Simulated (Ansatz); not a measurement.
Mulliken charges of `[CH3][Al]([F])[C]#N` from r2SCAN/def2-TZVPP in Ansatz (PBE0-D4/def2-TZVP geometry).

| atom | x (Å) | y (Å) | z (Å) | charge (e) |
| --- | --- | --- | --- | --- |
| C1 | -0.796 | -0.780 | 0.686 | -0.372 |
| Al2 | 0.734 | 0.022 | -0.157 | 0.821 |
| F3 | 2.249 | -0.596 | -0.030 | -0.334 |
| C4 | 0.624 | 1.626 | -1.228 | -0.304 |
| N5 | 0.500 | 2.585 | -1.857 | -0.058 |
| H6 | -0.942 | -1.805 | 0.333 | 0.080 |
| H7 | -0.659 | -0.836 | 1.770 | 0.080 |
| H8 | -1.710 | -0.217 | 0.485 | 0.087 |

Q: By hand: the dipole of these point charges (1 e Å = 4.8032 D).

A: Σ q r = (-0.348, -0.367, 0.317) e Å, of length 0.597 e Å = 2.87 D.

Q: How does the dipole of the full density compare? (An estimate is asked.)

A: Ansatz gave: (-0.339, -0.551, 0.441) e Å, 3.76 D; the point charges give 0.76 times that, at 10° from its direction.

Point charges leave out the atoms' own dipoles, such as those of lone pairs, and Mulliken's split depends on the basis, so the two needn't agree.
